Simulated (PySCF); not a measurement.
Problem. Give a GFN2-xTB geometry of `CS[Si@@H](Cl)CC[SiH3]`.

Solution. 
Z-matrix in Å and degrees, rows numbered from 1:
```
C 
S   1  1.8200
Si  2  2.1508  1  100.33
Cl  3  2.0272  2  109.56  1    50.74
C   3  1.8972  2  107.28  1   171.13
C   5  1.5308  3  113.04  2   -56.72
Si  6  1.9017  5  112.41  3   179.65
H   1  1.0853  2  109.67  3    66.72
H   1  1.0851  2  109.56  3   -54.95
H   1  1.0845  2  106.61  3  -174.13
H   3  1.4597  2  108.19  1   -65.80
H   5  1.0901  3  109.19  2    65.15
H   5  1.0911  3  109.04  2  -178.87
H   6  1.0918  5  109.32  3   -58.24
H   6  1.0915  5  108.88  3    57.66
H   7  1.4657  6  108.87  5    59.55
H   7  1.4627  6  109.29  5   179.66
H   7  1.4645  6  109.22  5   -59.57
```

Si7 (SiH3 silicon) is tetrahedral (angles from 108.9° to 110.3°). Of the pairs four or more bonds apart, Cl4···H9 is among the closest relative to their van der Waals radii: 2.91 Å, 99 % of the sum of Bondi's values. Si3 (chlorine-bound silicon) is distorted tetrahedral (angles from 107.2° to 113.7°). S2 (sulfur bonded to C and Si) is bent (angle 100.3°).

Structure optimised with GFN2-xTB, isolated species.

Point group: C1 (no symmetry element, even within 0.4 Å). Not checked by GFN2-xTB frequencies. One conformer, not necessarily the lowest (C1–S2–Si3–Cl4 51°, S2–Si3–C5–C6 -57°, Si3–C5–C6–Si7 180°).

The numbers are calculated, not measured.
